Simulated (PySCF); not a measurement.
**Electron correlation in Ag²⁺ (silver, charge +2)**

[Kr] 4d8 5s1, high-spin 4F determinant (an excited configuration). Computed with PySCF 2.14 in aug-cc-pwCVTZ-PP with ECP28MDF, with scalar relativity through the core potential. Frozen: 4s2 4p6; 9 electrons correlated.

MP2 pair energies summed by pair of shells (mhartree):

```tsv
pair	energy	share (%)
4d-4d	-236.65	84.8
4d-5s	-42.31	15.2
```

Total MP2 correlation energy: -278.96 mhartree.

Same-spin part -110.33 and opposite-spin part -168.63 mhartree; SCS-MP2 scales them by 1/3 and 6/5 to -239.13 mhartree.
